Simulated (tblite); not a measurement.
Cl3Pb (SMILES [Cl][Pb-]([Cl])[Cl]), charge -1, singlet, at a GFN2-xTB geometry (such geometries of metal compounds can be far from the true shape); GFN1-xTB in tblite.

The tblite input:
```
$ tblite run mol.xyz --method gfn1 --charge -1 --spin 0 --guess eeq --json tblite.json --no-restart

# file mol.xyz
4

Pb    -0.00361800     0.00715892     0.42408556
Cl     2.27112670    -0.56342976    -0.65322014
Cl    -0.64852821     2.22612561    -0.72521865
Cl    -1.60514694    -1.69722710    -0.66715038
```

Output, abridged:

```
xTB calculator
 | screened Coulomb repulsion
 | Coulomb electrostatics
 |  * isotropic Klopman-Ohno-Mataga-Nishimoto electrostatics
 |  * onsite third-order electrostatics
 | DFT-D3(BJ) dispersion correction

halogen bonding energy    0.0000000000000E+00 Eh
repulsion energy          2.5609950037212E-03 Eh
dispersion energy        -1.9984873450758E-03 Eh
number of electrons       2.6000000000000E+01 e
integral cutoff           2.4921834820047E+01 bohr

------------------------------------------------------------
  cycle        total energy    energy error   density error
------------------------------------------------------------
      1     -14.76864706593  -1.4769210E+01   4.2036288E-01
      2     -14.82005228351  -5.1405218E-02   1.3726857E-01
      3     -14.82158558741  -1.5333039E-03   3.3557982E-02
      4     -14.81572321664   5.8623708E-03   9.8555279E-02
      5     -14.82249120918  -6.7679925E-03   2.6367108E-02
      6     -14.82298604713  -4.9483794E-04   3.1092684E-03
      7     -14.82298777859  -1.7314619E-06   2.4482592E-03
      8     -14.82299197050  -4.1919086E-06   3.0092266E-04
      9     -14.82299203655  -6.6049394E-08   2.0005897E-05
     10     -14.82299203682  -2.7070257E-10   2.9561596E-06
------------------------------------------------------------

electronic energy        -1.4823554544476E+01 Eh
total energy             -1.4822992036817E+01 Eh

Post processing:
 | Mayer-Wiberg bond orders

[Info] JSON dump of results written to 'tblite.json'
```
